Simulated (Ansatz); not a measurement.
Species: C3H8GeO3, SMILES `C=C[CH2][Ge]([OH])([OH])[OH]` with one electron removed (charge 1, multiplicity 2).

### Question
Give a relaxed geometry from B3LYP-D3(BJ)/def2-SVP in Ansatz (a first-principles code).

### Answer
One answer among several that fit: the end point of this relaxation, one of several conformers (outside a Z-matrix the atoms follow the SMILES, hydrogens last).
Cartesian coordinates (Å) in one orientation:
```xyz
15

C      2.325    -0.119     0.375
C      1.318    -0.888    -0.216
C      0.386    -0.371    -1.157
Ge    -1.115     0.314     0.145
O     -2.393     1.046    -0.793
O     -1.456    -1.175     1.000
O     -0.267     1.549     1.048
H      2.409     0.952     0.170
H      3.046    -0.574     1.060
H      1.205    -1.932     0.099
H      0.644     0.564    -1.674
H     -0.169    -1.103    -1.758
H     -3.090     0.462    -1.131
H     -2.115    -1.127     1.712
H     -0.726     2.402     1.121
```
